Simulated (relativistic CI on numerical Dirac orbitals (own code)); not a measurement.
## Magnetism of Fe5+, 3d3, in a crystal field

Calculated by Dirac-Coulomb-Breit CI, separate exchange-only KLI orbitals for each configuration, model QED, valence Slater integrals scaled by 0.85, one configuration in a parametric crystal field (own radial code).

Field parameters in Wybourne normalisation: Oh B⁴₀ = 21Dq, B⁴₄ = √(5/14) B⁴₀. The field is a parameter set, without covalency.

S is read from ⟨S²⟩ = S(S + 1).

Powder χT (cm³ K mol⁻¹) by Van Vleck's formula, with temperature-independent terms:

```tsv
Field	2 K	5 K	10 K	20 K	50 K	100 K	200 K	300 K
Oh, 10Dq = 5900 cm⁻¹	1.43	1.43	1.43	1.44	1.45	1.46	1.5	1.53
Oh, 10Dq = 10600 cm⁻¹	1.62	1.62	1.62	1.63	1.63	1.64	1.66	1.68
Oh, 10Dq = 15300 cm⁻¹	1.7	1.7	1.7	1.7	1.71	1.71	1.73	1.74
Oh, 10Dq = 20000 cm⁻¹	1.74	1.74	1.74	1.74	1.75	1.75	1.76	1.77
Oh, 10Dq = 24700 cm⁻¹	1.77	1.77	1.77	1.77	1.77	1.78	1.78	1.79
Oh, 10Dq = 29400 cm⁻¹	1.79	1.79	1.79	1.79	1.79	1.79	1.8	1.81
Oh, 10Dq = 34100 cm⁻¹	1.8	1.8	1.8	1.8	1.8	1.8	1.81	1.82
Oh, 10Dq = 38800 cm⁻¹	1.81	1.81	1.81	1.81	1.81	1.81	1.82	1.82
```

(1) For Oh, 10Dq = 10600 cm⁻¹: what effective moment follows at 300 K?

Answers

(1) μ_eff = √(8χT) = 3.67 μB. The ground level has S = 1.50; the spin-only moment for S = 3/2 is 3.88 μB. The difference comes from the orbital moment, spin-orbit mixing of terms and temperature-independent paramagnetism, all larger in this ionic model than in covalent complexes.
